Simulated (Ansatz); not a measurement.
Ansatz results at the PBE0-D4/def2-TZVP geometry: HOMO–LUMO gap (ωB97M-V/def2-TZVPP) 10.44 eV; LUMO energy (PBE0/def2-TZVPP) -1.55 eV; HOMO energy (B3LYP/def2-TZVPP) -7.21 eV.

Each molecule was computed in one conformer, which needn't be the lowest.

Task: Which molecule gave them?
A. `BCC(C)N`
B. `Cl[SiH]1C[SiH2]N1`
C. `C[O][Al]1[CH2][NH]1`
D. `C=N/C=N/[SiH3]`

Result: D. The others give `Cl[SiH]1C[SiH2]N1`: 11.47, -0.20, -7.58; `BCC(C)N`: 9.97, -1.24, -6.65; `C[O][Al]1[CH2][NH]1`: 9.57, -0.70, -6.06.

B3LYP here is the variant with VWN-RPA as its local correlation; programs differ in this.
